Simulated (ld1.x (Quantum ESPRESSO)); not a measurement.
**Configuration tests for W (Z = 74) (RRKJ)**

tungsten, norm-conserving RRKJ (Kleinman–Bylander form), made with ld1.x (Quantum ESPRESSO) 7.5 (PBEsol, fully relativistic). Core [Kr] 4d10 4f14, reference 5s2 5p6 5d4 6s0 6p0 (charge +2). Waves: 5p (bound): rc 1.50 bohr; 5d (bound): rc 2.10 bohr; 5s (bound): rc 1.70 bohr. Local part: the s channel. Core correction: Bessel-smoothed model core inside 0.85 bohr. rho0 = 0.01.

Open shells are filled in proportion to 2j + 1 (rel_dist='average').

Energies are relative to the spin-unpolarised reference configuration 5s2 5p6 5d4 6s0 6p0; without spin polarisation the order of configurations can differ from experiment.

| valence configuration | charge | ΔE all-electron (eV) | error AE − PS (meV) |
| --- | --- | --- | --- |
| 5s2 5p6 5d4 6s2 6p0 | 0 | -24.627 | +3218 |
| 5s2 5p6 5d4 6s1 6p0 | +1 | -15.697 | +1973 |
| 5s2 5p6 5d3 6s0 6p0 | +3 | 25.395 | -6.9 |
| 5s2 5p6 5d4 6s0 6p1 | +1 | -10.241 | +218 |
| 5s2 5p6 5d5 6s1 6p0 | 0 | -23.090 | +1486 |
| 5s1 5p6 5d4 6s2 6p0 | +1 | 60.716 | +5049 |

Task: What are ΔE and the potential's error for 5s2 5p6 5d4.5 6s1.5 6p0?

Result: ΔE = -23.933 eV all-electron; the error (AE − PS) is +2317 meV.

These tests converged, but a pseudo level misses the all-electron one widely, so the file describes the atom poorly there or has found another state: 5s2 5p6 5d3 6s0 6p0: empty 6s by 3.2 eV; 5s2 5p6 5d4 6s0 6p1: empty 6s by 2.0 eV; 5s2 5p6 5d5 6s1 6p0: 6s by 1.2 eV; 5s2 5p6 5d4.5 6s1.5 6p0: 6s by 1.1 eV.
